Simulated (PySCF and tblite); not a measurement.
Results of a calculation; reference values are marked as such.
# Conformer ensemble of C₃H₆BrF, numbered as in [F:1][CH2:2][CH2:3][CH2:4][Br:5]

Level: CAM-B3LYP-D3(BJ)/pcSseg-1//PBE0-D3(BJ)/def2-SVP, thermal terms from GFN2-xTB, symmetry numbers and mirror pairs counted. Conformers within 3 kcal/mol (GFN2-xTB free energy) were kept, 6 at most. GIAO shieldings: CAM-B3LYP/pcSseg-1. Shifts are against TMS (¹H), TMS (¹³C), CFCl3 (¹⁹F) at the same level. Programs: PySCF with density fitting and tblite.

Torsions listed: F1–C2–C3–C4, C2–C3–C4–Br5. Of a mirror pair one member is shown.

| conformer | shape | symmetry | E(GFN2, own minimum) kcal/mol | E(DFT) kcal/mol | G(298.15 K) kcal/mol | weight % | dipole D |
| --- | --- | --- | --- | --- | --- | --- | --- |
| 1 | -58°, -68° | C1 (pair) | 0.00 | 0.00 | 0.00 | 76.3 | 2.19 |
| 2 | -60°, 179° | C1 (pair) | 0.28 | 1.11 | 0.93 | 15.9 | 2.10 |
| 3 | -175°, -64° | C1 (pair) | 0.44 | 1.58 | 1.41 | 7.1 | 1.91 |
| 4 | 180°, 180° | Cs | 1.40 | 2.76 | 2.79 | 0.7 | 1.86 |

Weights (%) against temperature:

```tsv
T (K)	1	2	3	4	S(mix) cal/mol/K
150	96.2	3.2	0.7	0.0	1.74
200	90.1	7.5	2.3	0.1	2.13
250	83.0	12.0	4.6	0.3	2.51
298.15	76.3	15.9	7.1	0.7	2.80
400	64.8	21.7	11.6	1.9	3.21
```

Averaged shifts at 298.15 K. ¹H: 4.62 (H2, 2H), 3.43 (H4, 2H), 1.76 (H3, 2H) ppm. ¹³C: 81.2 (C2), 37.9 (C4), 37.3 (C3) ppm. ¹⁹F: -240.6 (F1) ppm.

Coordinates of conformer 1 (Å):

```xyz
11

F     0.838    1.852    0.983
C     0.986    0.511    0.714
C    -0.011    0.092   -0.340
C    -1.450    0.354    0.045
Br   -2.042   -0.771    1.523
H     0.827   -0.051    1.649
H     2.018    0.335    0.366
H     0.193    0.659   -1.266
H     0.137   -0.974   -0.576
H    -1.586    1.390    0.379
H    -2.139    0.145   -0.782
```

Spin–orbit effects of the heavy atoms on shieldings are missing. At a carbon that bears Br the missing effect is some 10 ppm, beside I tens of ppm. Unscaled ¹⁹F shifts at such levels can be off by tens of ppm; differences between conformers or isomers are more reliable. Shifts are unscaled: against experiment ¹³C can be off by 15 ppm or more and ¹H by 0.8 ppm.

Search and properties took 62 s on 1 thread of Arm Neoverse V2, shared host (rough), launched as `OMP_NUM_THREADS=1 python ens_run.py task.json out`.
